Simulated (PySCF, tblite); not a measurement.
C₇H₉N₃Si.
Structure used (GFN2-xTB), in Å, numbered top down from 1:
```
atom  x, y, z in Å
C1     3.1416   -0.3570   -0.4665
C2     1.6734   -0.5042   -0.2560
N3     1.1824   -1.7252   -0.2133
N4    -0.0872   -1.9365   -0.0250
C5    -0.9491   -0.9442    0.1214
Si6   -2.7360   -1.5124    0.3895
C7    -0.5336    0.3996    0.0805
C8    -1.5063    1.5189    0.2228
C9     0.8280    0.6207   -0.1082
C10    1.3817    1.9196   -0.1520
N11    1.8576    2.9627   -0.1845
H12    3.3406    0.2615   -1.3411
H13    3.5984    0.1305    0.3946
H14    3.5853   -1.3390   -0.6034
H15   -3.1757   -1.0017    1.6929
H16   -3.5642   -0.9052   -0.6584
H17   -2.7511   -2.9648    0.3335
H18   -2.0653    1.4155    1.1520
H19   -1.0006    2.4827    0.2143
H20   -2.2249    1.4892   -0.5961
```

Computed with PBE0/pcSseg-1 in PySCF (dipole) on a GFN2-xTB geometry, gas phase.

Take the most abundant isotopes and a rigid rotor. 

(1) Give the principal moments of inertia and the rotational constants in cm⁻¹.

(2) What kind of rotor is it?

(3) What does the inertial defect say?

(4) Give the other two planar moments, Paa and Pbb, and the rms extents of the mass along the axes.

(5) Predict some low-J microwave lines.

Results:

(1) Ia = 306.57, Ib = 691.93, Ic = 986.47 u·Å²; 505379 MHz·u·Å²/I gives 1648, 730.4 and 512.3 MHz, that is A = 0.05499, B = 0.02436, C = 0.01709 cm⁻¹.

(2) An asymmetric top; Ray's κ = -0.616.

(3) Not planar: Δ = Ic − Ia − Ib = -12.04 u·Å². For a rigid frame Δ = −2 Σ m c², so Σ m c² = 6.02 u·Å² lies off the ab plane: 5.99 from hydrogen and 0.03 from heavier atoms. The atom farthest from that plane is 1.23 Å away.

(4) Paa = Σ m a² = (Ib + Ic − Ia)/2 = 685.91 and Pbb = Σ m b² = (Ia + Ic − Ib)/2 = 300.56 u·Å². With the mass M = 163.06 u, the rms extents √(P/M) along a, b and c are 2.05, 1.36, 0.19 Å.

(5) The dipole components are |μa| = 1.58 D, |μb| = 1.51 D, |μc| = 0.05 D. Intensities carry the squares of the components, which stand as 1.00 : 0.91 : 0.00 (a : b : c). Some lines, for components of 0.1 D or more:

```json
{"type": "a", "branch": "Q", "J(Ka,Kc)": "2(1,1) ← 2(1,2)", "MHz": "654", "lower level (cm⁻¹)": "0.148"}
{"type": "b", "branch": "Q", "J(Ka,Kc)": "1(1,0) ← 1(0,1)", "MHz": "1136", "lower level (cm⁻¹)": "0.041"}
{"type": "a", "branch": "R", "J(Ka,Kc)": "1(0,1) ← 0(0,0)", "MHz": "1243", "lower level (cm⁻¹)": "0.000"}
{"type": "b", "branch": "Q", "J(Ka,Kc)": "2(1,1) ← 2(0,2)", "MHz": "1389", "lower level (cm⁻¹)": "0.123"}
{"type": "b", "branch": "R", "J(Ka,Kc)": "2(0,2) ← 1(1,1)", "MHz": "1533", "lower level (cm⁻¹)": "0.072"}
{"type": "b", "branch": "R", "J(Ka,Kc)": "1(1,1) ← 0(0,0)", "MHz": "2161", "lower level (cm⁻¹)": "0.000"}
{"type": "a", "branch": "R", "J(Ka,Kc)": "2(1,2) ← 1(1,1)", "MHz": "2267", "lower level (cm⁻¹)": "0.072"}
{"type": "a", "branch": "R", "J(Ka,Kc)": "2(0,2) ← 1(0,1)", "MHz": "2451", "lower level (cm⁻¹)": "0.041"}
{"type": "a", "branch": "R", "J(Ka,Kc)": "2(1,1) ← 1(1,0)", "MHz": "2703", "lower level (cm⁻¹)": "0.079"}
{"type": "b", "branch": "Q", "J(Ka,Kc)": "2(2,0) ← 2(1,1)", "MHz": "2789", "lower level (cm⁻¹)": "0.170"}
{"type": "b", "branch": "R", "J(Ka,Kc)": "2(1,2) ← 1(0,1)", "MHz": "3185", "lower level (cm⁻¹)": "0.041"}
{"type": "b", "branch": "Q", "J(Ka,Kc)": "2(2,1) ← 2(1,2)", "MHz": "3408", "lower level (cm⁻¹)": "0.148"}
{"type": "b", "branch": "R", "J(Ka,Kc)": "2(2,1) ← 1(1,0)", "MHz": "5458", "lower level (cm⁻¹)": "0.079"}
{"type": "b", "branch": "R", "J(Ka,Kc)": "2(2,0) ← 1(1,1)", "MHz": "5710", "lower level (cm⁻¹)": "0.072"}
```

Its GFN2-xTB frequencies are all real (lowest 64 cm⁻¹). No vibrational averaging or centrifugal distortion is included, and the geometry carries the error of its method. A rigid rotor knows nothing of internal rotation, which can split or shift real lines. Quadrupole hyperfine structure (14N) is left out.
